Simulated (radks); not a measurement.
The numbers below are computed, except where a source is named.
Spherical quantum dot in the effective-mass picture: electrons in a well V = -V0 / (1 + exp((r - R)/a)) with V0 = 14, R = 2.25, a = 0.27, with a point charge +1 (a donor) at the centre, all in effective atomic units (hartree* = m*/eps^2 hartree, bohr* = eps/m* bohr), one dielectric constant everywhere. Level of theory: non-relativistic Kohn-Sham, LDA (Slater exchange, Perdew-Wang correlation), spin-polarised, spherical densities (a radial shooting solver with Libxc functionals). Levels are named by radial order and angular momentum (1s, 1p, 1d, 2s, ...), and open shells are averaged over m. Results are scaled to m* = 0.115 and eps = 10.6, for which hartree* = 27.85 meV and bohr* = 4.878 nm.

N = 11, configuration 1s2 1p6 1d(up 3, down 0). This is the lowest configuration that the search found. Occupied and some empty levels:

| level | occupation | eigenvalue (meV) | <r> (nm) |
|---|---|---|---|
| 1s up | 1 | -188.64 | 5.403 |
| 1s down | 1 | -186.57 | 5.336 |
| 1p up | 3 | -159.60 | 6.749 |
| 1p down | 3 | -156.86 | 6.731 |
| 1d up | 3 | -126.33 | 7.486 |
| 1d down | 0 | -123.41 | 7.486 |
| 2s up | 0 | -119.08 | 5.833 |
| 2s down | 0 | -117.41 | 5.873 |
| 1f up | 0 | -87.472 | 8.064 |
| 1f down | 0 | -84.553 | 8.074 |
| 2p up | 0 | -65.539 | 6.889 |
| 2p down | 0 | -63.716 | 6.897 |

Energy (meV): total -2749.48, kinetic 525.85, external -4198.8, Hartree 1101.4, exchange-correlation -178.00.
